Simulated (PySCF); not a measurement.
SMILES C=C[SiH2]N(C)C (C4H11NSi), GFN2-xTB optimised geometry.

```
17

Si    -0.76     0.23     0.00
C     -1.56    -0.62    -1.49
C     -2.37    -1.66    -1.43
N      0.97     0.23     0.00
C      1.71    -0.97     0.27
C      1.74     1.19    -0.76
H     -1.14    -0.47     1.23
H     -1.13     1.65     0.00
H     -1.31    -0.23    -2.47
H     -2.66    -2.10    -0.49
H     -2.79    -2.13    -2.31
H      1.98    -1.50    -0.65
H      2.64    -0.72     0.80
H      1.12    -1.64     0.89
H      2.02     0.80    -1.75
H      1.16     2.10    -0.90
H      2.66     1.44    -0.22
```

Density from PBE0/def2-SVP (PySCF) at that geometry.

Minimum of the electron density along straight lines between bonded atoms, close to the bond critical point (lines longer than 1.1 times the sum of covalent radii, or with two minima, are not listed):

```csv
bond,length / Å,ρ at the minimum / e bohr⁻³,∇²ρ there / e bohr⁻⁵,position (fraction from the first atom)
Si1–C2,1.893,0.112,0.33,0.38
C2–C3,1.324,0.342,[?],0.49
Si1–N4,1.725,0.123,[?],0.40
N4–C5,1.441,0.274,-0.78,0.61
N4–C6,1.440,0.274,-0.79,0.61
Si1–H7,1.465,0.117,0.32,0.49
Si1–H8,1.466,0.117,0.33,0.49
C2–H9,1.086,0.275,-1.01,0.63
C3–H10,1.078,0.284,-1.09,0.63
C3–H11,1.080,0.282,-1.08,0.63
C5–H12,1.098,0.275,-1.00,0.62
C5–H13,1.094,0.276,-1.02,0.63
C5–H14,1.087,0.281,-1.06,0.63
C6–H15,1.098,0.274,-0.99,0.62
C6–H16,1.087,0.281,-1.06,0.63
C6–H17,1.095,0.276,-1.02,0.63
```

Q: Fill in the missing entries.

A: 
- C2–C3, ∇²ρ there / e bohr⁻⁵: -0.91
- Si1–N4, ∇²ρ there / e bohr⁻⁵: 0.74
